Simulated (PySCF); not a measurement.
**Multinuclear NMR of C$_{5}$H$_{7}$NO$_{2}$Si**

Atom-mapped SMILES (the numbers label the heavy atoms): `[OH:1][Si@H:2]1[O:3][CH2:4][c:5]2[cH:6][cH:7][cH:8][n:9]21`. Each H is labelled by its parent atom. Ha(C4) is cis to O1 on the ring; Hb(C4) is trans to O1 on the ring.

[PySCF 2.14.0 with density-fitted response routines: GIAO PBE0/pcSseg-1 shieldings; coordinates at the GFN2-xTB level; one conformer; no relativistic terms; isolated molecule]

(1) Predict the 29Si NMR data.

(2) What are the 15N shifts?

(3) What are the 17O shifts?

## Answers

(1) 
| atoms | environment | σ (ppm) | δ (ppm) |
| --- | --- | --- | --- |
| Si2 | silicon bonded to N, 2 O, H, in a 5-membered ring | 391.9 | -42.1 |

Shieldings were converted by a linear fit to measured shifts: 29Si (scatter 8.9 ppm rms, 25.8 ppm with the 6 outliers that the fit left out vs TMS, solution or neat liquid). A few per cent of atoms miss by over 2 rms, more outside the fitted compound classes.

On a 300 MHz spectrometer 29Si resonates near 59.6 MHz, so 1 ppm is 59.6 Hz.

(2) 
```
atoms                 environment  σ (ppm)  δ (ppm)
   N9  pyrrole-type ring nitrogen     72.0   -214.5
```

Shieldings were converted by a linear fit to measured shifts: 15N: δ = -148.07 − 0.921σ (rms 6.3 ppm, 71 shifts vs CH3NO2, solution or neat liquid). Occasional misses reach two or three times the rms, and more in compound classes unlike the fitted ones.

On a 500 MHz spectrometer 15N resonates near 50.7 MHz, so 1 ppm is 50.7 Hz.

(3) 
```csv
atoms,environment,σ (ppm),δ (ppm)
O1,"oxygen bonded to Si, H",278.0,13.5
O3,"oxygen bonded to C, Si, in a 5-membered ring",279.5,12.1
```

Shieldings were converted by a linear fit to measured shifts: 17O (scatter 10.7 ppm rms, 12.2 ppm with the 3 outliers that the fit left out vs liquid water, solution or neat liquid). Occasional misses reach two or three times the rms, and more in compound classes unlike the fitted ones.

On a 600 MHz spectrometer 17O resonates near 81.3 MHz, so 1 ppm is 81.3 Hz.
